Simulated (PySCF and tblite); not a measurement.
Values are calculated unless marked as measured or tabulated.
C₅H₇GeNSe, numbered as in [N:1]#[C:2][C@@H:3]1[CH:4]=[CH:5][CH2:6][GeH2:7][Se:8]1.

Level: B3LYP-D3(BJ)/def2-SVP//GFN2-xTB, thermal terms from GFN2-xTB, symmetry numbers and mirror pairs counted. Conformers within 2.5 kcal/mol (GFN2-xTB free energy) were kept, 4 at most. Run with PySCF (density fitting) and tblite.

The 6-ring runs over atoms 3–4–5–6–7–8.

| conformer | shape | symmetry | dipole D |
| --- | --- | --- | --- |
| 1 | 6-ring boat (ring torsions 1, 60, -44, -5, 56, -70°) | C1 | 4.94 |
| 2 | 6-ring between boat and twist-boat (ring torsions 0, -55, 36, 12, -57, 67°) | C1 | 3.22 |

Question: Which of these conformers is the most populated at 298.15 K, and with what share?

Answer: Conformer 2, about 81 %.

Question: Give the DFT energies and free energies relative to the lowest, and all weights.

Answer: 
```csv
conformer,shape,E(DFT) kcal/mol,G(298.15 K) kcal/mol,weight %
1,"6-ring boat (ring torsions 1, 60, -44, -5, 56, -70°)",1.05,0.86,18.9
2,"6-ring between boat and twist-boat (ring torsions 0, -55, 36, 12, -57, 67°)",0.00,0.00,81.1
```

Question: How does its share change from 250 K to 350 K?

Answer: From 85 % to 78 %; the mixing entropy goes from 0.83 to 1.06 cal/(mol K).


Conformer gaps in def2-SVP on xTB geometries can be 2 kcal/mol too large for S=O, P=O and other polar bonds.